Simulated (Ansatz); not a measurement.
The cluster Zn2Cl6. Charge 0, multiplicity 1. Geometry r2SCAN-D4/def2-SVP.

```csv
atom,x (Å),y (Å),z (Å)
Zn1,-0.4010,-0.6473,-0.8319
Zn2,-1.0351,0.4846,1.9946
Cl3,-1.4726,1.2473,3.9094
Cl4,-1.4522,1.2784,-0.1298
Cl5,1.6846,-0.2116,-2.1379
Cl6,0.0070,-1.4480,1.2892
Cl7,-0.5820,-1.7260,-2.7183
Cl8,3.2512,1.0226,-1.3752
```

In the singlet, Cl5 and Cl8 lie 2.14 Å apart (atoms count from 1), so these atoms are partly bonded to each other. Another isomer (singlet) lies 0.09 eV lower at PBE-D4/def2-SVP; other spin states weren't run for this one.

Problem. Estimate the orbital energies around the gap (eV) in Ansatz with HF/STO-3G, HF/def2-TZVP, PBE-D4/def2-SVP, BLYP-D4/def2-TZVP, r2SCAN-D4/def2-TZVP.

Solution. 
```
orbital  HF/STO-3G  HF/def2-TZVP  PBE-D4/def2-SVP  BLYP-D4/def2-TZVP  r2SCAN-D4/def2-TZVP
 HOMO−5     -10.47        -13.21            -7.91              -7.99                -8.51
 HOMO−4     -10.38        -12.80            -7.73              -7.88                -8.44
 HOMO−3     -10.15        -12.21            -7.63              -7.74                -8.32
 HOMO−2      -9.90        -12.17            -7.38              -7.51                -8.07
 HOMO−1      -5.93        -12.09            -7.16              -7.45                -7.97
   HOMO      -5.16        -12.03            -7.03              -7.31                -7.83
   LUMO       1.05         -0.64            -4.96              -4.99                -5.22
 LUMO+1       3.61          1.45            -2.40              -2.60                -2.35
 LUMO+2       5.22          1.88            -1.76              -2.12                -1.91
 LUMO+3       6.86          2.82            -0.22              -1.28                -1.10
 LUMO+4       7.29          2.97             0.43              -0.54                -0.34
 LUMO+5       7.59          3.03             1.20              -0.33                -0.01
```
